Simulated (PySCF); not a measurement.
C₃H₇NOSi, SMILES C[C@H]1OC=N[SiH2]1. The structure is a stationary point at PBE-D3(BJ)/def2-SVP. The structure was generated by enumeration; whether it is a known compound was not checked. One conformer was computed; it need not be the lowest.

Computed with PBE-D3(BJ)/def2-SVP (PySCF).

Harmonic wavenumbers (cm⁻¹): 97, 232, 238, 339, 445, 492, 551, 644, 664, 726, 754, 797, 848, 936, 945, 952, 1013, 1085, 1098, 1203, 1285, 1308, 1340, 1403, 1424, 1636, 2166, 2173, 2969, 2999, 3056, 3061, 3066. Rotational constants (GHz): 4.324, 3.059, 2.014; symmetry number 1.

Task: Work out the zero-point energy and the ideal-gas rigid-rotor harmonic-oscillator thermochemistry at 298.15 K and 1 atm.

Result: ZPE = ½ Σ hcν = ½ × 41943 cm⁻¹ = 59.96 kcal/mol. H − E(el) = 64.66 kcal/mol. Entropy in cal/(mol K): translation 39.75, rotation 26.89, vibration 12.81, total 79.46. G − E(el) = 40.97 kcal/mol. Cp = 26.59 cal/(mol K). Modes under 150 cm⁻¹ make the vibrational entropy uncertain.
